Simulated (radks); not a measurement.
Tb III, 63 electrons, occupied as [Kr] 4d10 4f9 5s1 5p6 5f1 (not the ground configuration). All-electron calculation, scalar-relativistic Kohn-Sham, PW91, spin-unpolarised, spherical densities, finite nucleus; Fermi nuclear charge, rms radius 5.06 fm. Program: a radial shooting solver on a logarithmic mesh with Libxc functionals.

Local quantities along the radius. ELF = 1/(1 + alpha^2) is the electron localisation function; alpha = (tau - tau_W)/tau_unif compares the Pauli kinetic energy density with that of the uniform gas; r v_xc is r times the local exchange-correlation potential (hartree bohr); s = |grad rho|/(2 (3 pi^2)^(1/3) rho^(4/3)) is the reduced gradient; -r V(r) is the screened charge that the Kohn-Sham potential presents (atomic units). tau is taken from the large components.

r (bohr),ELF,alpha,r v_xc,s,-r V(r)
0.002366,0.999,0.02909,-0.1856,0.6050,64.16
0.003258,0.999,0.03440,-0.2259,0.5681,63.82
0.004486,0.998,0.04380,-0.2755,0.5535,63.35
0.006178,0.996,0.06136,-0.3333,0.5604,62.73
0.008508,0.991,0.09720,-0.3955,0.5898,61.89
0.01172,0.969,0.1792,-0.4552,0.6423,60.79
0.01614,0.869,0.3879,-0.5030,0.7056,59.35
0.02222,0.560,0.8868,-0.5345,0.7097,57.50
0.0306,0.330,1.427,-0.5651,0.5170,55.15
0.04214,0.471,1.059,-0.6729,0.2963,52.28
0.05803,0.720,0.6240,-0.8310,0.3244,48.81
0.07992,0.673,0.6965,-0.9042,0.4636,44.66
0.1101,0.363,1.325,-0.8994,0.4272,39.88
0.1516,0.504,0.9912,-1.055,0.2155,34.66
0.2087,0.742,0.5903,-1.221,0.3738,29.17
0.2874,0.406,1.209,-1.098,0.6014,23.61
0.3958,0.345,1.377,-1.129,0.1861,18.25
0.5451,0.722,0.6212,-1.384,0.3115,13.33
0.7507,0.524,0.9534,-1.267,0.5897,9.287
1.034,0.297,1.538,-1.095,0.5755,6.499
1.424,0.518,0.9639,-1.092,0.6260,4.791
1.961,0.462,1.079,-0.9019,1.195,3.735
2.7,0.045,4.611,-0.5810,2.467,3.079
3.718,0.002,20.53,-0.2979,1.088,2.604
5.121,0.008,10.80,-0.5862,0.6946,2.726
7.052,0.007,11.57,-0.5609,1.965,2.596
9.711,0.001,26.45,-0.4274,4.902,2.431
13.37,0.000,161.8,-0.08959,21.21,2.090

On this mesh the ELF has minima near r = 0.031, 0.13, 0.34, 1.0 bohr, which separate the shells, and maxima near 0.068 (0.74), 0.21 (0.74), 0.55 (0.72), 1.7 (0.56).
